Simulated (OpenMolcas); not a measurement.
# How methods differ on SiCNClF2 (SMILES N#C[Si](F)(F)Cl)

The species is SiCNClF2 (6 atoms), meant as a singlet with charge 0. As SMILES, `N#C[Si](F)(F)Cl`. The shape is that of a PBE0-D4/def2-TZVP optimisation.

```xyz
6

N     1.9254   -1.0922    1.0774
C     1.0301   -0.6093    0.5400
Si   -0.3944    0.1767   -0.2903
F    -1.4879   -0.9203   -0.5277
F     0.0876    0.7192   -1.6790
Cl   -1.1189    1.6619    0.8334
```

Quantity: the energy change with the Si3–F5 bond stretched from 1.567 to 2.820 Å, in eV. The values are calculated.

| level | kind | program | value (eV) | less CCSD(T)/cc-pVDZ |
| --- | --- | --- | --- | --- |
| HF/cc-pVDZ (restricted) | Hartree–Fock | OpenMolcas | 6.25 | +1.23 |
| SVWN5/cc-pVDZ (restricted) | LDA | OpenMolcas | 5.08 | +0.06 |
| BLYP/cc-pVDZ (restricted) | GGA | OpenMolcas | 4.48 | -0.54 |
| M06-L/cc-pVDZ (restricted) | meta-GGA | OpenMolcas | 4.93 | -0.09 |
| TPSS/cc-pVDZ (restricted) | meta-GGA | OpenMolcas | 4.75 | -0.27 |
| BHLYP/cc-pVDZ (restricted) | global hybrid | OpenMolcas | 5.72 | +0.70 |
| PBE0/cc-pVDZ (restricted) | global hybrid | OpenMolcas | 5.24 | +0.22 |
| CCSD(T)/cc-pVDZ (restricted) | coupled cluster or CI | OpenMolcas | 5.02 | 0.00 |

CCSD(T)/cc-pVDZ (restricted) is the highest level here, not the true value. At this stretch a single reference begins to fail. The first shape isn't each level's own minimum. The values span 4.48 to 6.25 eV.
